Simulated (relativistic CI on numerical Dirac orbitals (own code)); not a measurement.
## Level scheme of Hg⁶⁸⁺

Method of calculation: Dirac-Coulomb-Breit CI, orbitals from a KLI potential per configuration, a model potential for QED, unscaled Slater integrals (own radial code, finite nucleus).

CI space (outside the closed core [Ne]): 3s2, 3s 3p, 3p2, 3s 3d, 3d2, 3p 3d, 3p 4s, 3d 4s, 3s 4s, 3s 4p, 3s 4d, 3s 4f, 3s 5s, 3s 5p, 3s 5d, 4s2. Levels of other configurations are missing.

```tsv
No.	Configuration	Term	J	E (Ry)	%	Landé g	Lifetime (s)
1	3s2	1S	0	0.000	99		
2	3s 3p	3P°	0	11.648	100		
3	3s 3p	3P°	1	12.966	71	1.334	4.34e-11
4	3p2	3P	0	27.795	68		6.44e-12
5	3s 3p	3P°	2	51.042	100	1.483	1.42e-09
6	3s 3p	1P°	1	54.099	71	1.128	1.91e-13
7	3p2	1D	2	65.764	54	1.127	1.01e-12
8	3p2	3P	1	66.005	100	1.485	2.59e-13
9	3s 3d	3D	1	68.406	100	0.485	3.17e-13
10	3s 3d	3D	2	69.624	64	1.123	1.77e-13
11	3s 3d	3D	3	77.178	100	1.317	2.76e-12
12	3s 3d	1D	2	78.587	68	1.043	1.48e-12
13	3p 3d	3F°	2	80.933	75	0.745	1.63e-11
14	3p 3d	3D°	1	83.852	52	0.810	2.40e-13
15	3p 3d	3P°	2	91.289	47	1.270	2.38e-12
16	3p 3d	3F°	3	91.568	50	1.098	3.29e-12
17	3p2	3P	2	105.964	65	1.307	1.33e-13
18	3p2	1S	0	107.558	68		1.35e-13
19	3p 3d	3D°	2	121.447	52	1.033	1.49e-13
20	3p 3d	3P°	0	122.271	100		1.44e-13
21	3p 3d	3F°	3	122.275	49	1.074	1.60e-13
22	3p 3d	3P°	1	122.309	58	1.089	1.45e-13
23	3p 3d	3F°	4	129.262	100	1.234	2.93e-13
24	3p 3d	3P°	2	130.220	45	1.221	2.46e-13
25	3p 3d	3D°	3	131.723	63	1.196	2.43e-13
26	3p 3d	1P°	1	132.788	64	1.055	2.23e-13
27	3d2	3F	2	137.948	72	0.761	1.67e-13
28	3d2	3P	0	140.168	68		1.52e-13
29	3d2	3F	3	146.363	100	1.068	3.06e-13
30	3d2	3P	2	147.348	50	1.161	2.82e-13
31	3d2	1G	4	147.570	73	1.052	3.36e-13
32	3d2	3P	1	147.806	100	1.486	2.74e-13
33	3d2	3F	4	155.515	73	1.167	1.57e-12
34	3d2	1D	2	156.381	47	1.198	1.30e-12
35	3d2	1S	0	158.711	68		9.49e-13
36	3s 4s	3S	1	285.275	100	1.985	1.01e-14
37	3s 4s	1S	0	286.548	100		1.05e-14
38	3s 4p	3P°	0	291.352	100		3.95e-14
39	3s 4p	3P°	1	291.471	67	1.320	1.19e-14
40	3p 4s	3P°	1	299.091	66	1.317	1.17e-14
41	3p 4s	3P°	0	299.112	100		1.39e-14
42	3s 4p	3P°	2	307.381	100	1.488	6.21e-14
43	3s 4p	1P°	1	307.816	66	1.161	1.23e-14
44	3s 4d	3D	1	313.657	100	0.493	6.37e-15
45	3s 4d	3D	2	313.737	63	1.093	6.41e-15
46	3s 4d	3D	3	317.416	100	1.323	6.04e-15
47	3s 4d	1D	2	317.579	63	1.056	6.09e-15
48	3s 4f	3F°	2	321.030	100	0.660	2.87e-15
49	3s 4f	3F°	3	321.260	76	1.053	2.87e-15
50	3s 4f	3F°	4	322.646	100	1.240	2.96e-15
51	3s 4f	1F°	3	323.199	76	1.013	2.96e-15
52	3p 4s	3P°	2	338.820	100	1.485	1.58e-14
53	3p 4s	1P°	1	339.216	67	1.145	9.11e-15
54	3d 4s	3D	1	354.268	100	0.481	1.04e-14
55	3d 4s	3D	2	354.374	62	1.087	1.05e-14
56	3d 4s	3D	3	363.151	100	1.319	1.06e-14
57	3d 4s	1D	2	363.347	62	1.048	1.08e-14
58	3s 5s	3S	1	411.937	100	1.987	1.27e-14
59	3s 5s	1S	0	412.393	100		1.33e-14
60	3s 5p	3P°	0	414.939	100		2.37e-14
61	3s 5p	3P°	1	414.982	67	1.323	1.34e-14
62	3s 5p	3P°	2	422.960	100	1.491	4.11e-14
63	3s 5p	1P°	1	423.078	67	1.161	1.50e-14
64	3s 5d	3D	1	426.013	100	0.497	8.47e-15
65	3s 5d	3D	2	426.055	63	1.095	8.49e-15
66	3s 5d	3D	3	427.942	100	1.326	8.30e-15
67	3s 5d	1D	2	428.028	63	1.059	8.31e-15
68	4s2	1S	0	573.974	100		5.13e-15
```

Energies count from the lowest computed level; ° marks odd parity; lifetimes are radiative, by E1, M1, E2, M2 decay to levels of this space only; some are left blank where a channel outside the calculation adds to the decay or the decay crosses a small, uncertain gap.

The mean weight of the leading LS term, summed over parents, in these 68 levels is 79 %, and that of the leading jj configuration (from the same eigenvectors) 99 %, so jj coupling describes them better and the LS labels are nominal.

At this charge energies of transitions that change n are usually good to better than 1 %, and those within a shell (Δn = 0) to a few per cent.

LS names give the leading component of a level, which can be under half, so a name can repeat, a term be missing and a line seem to break the LS rules.
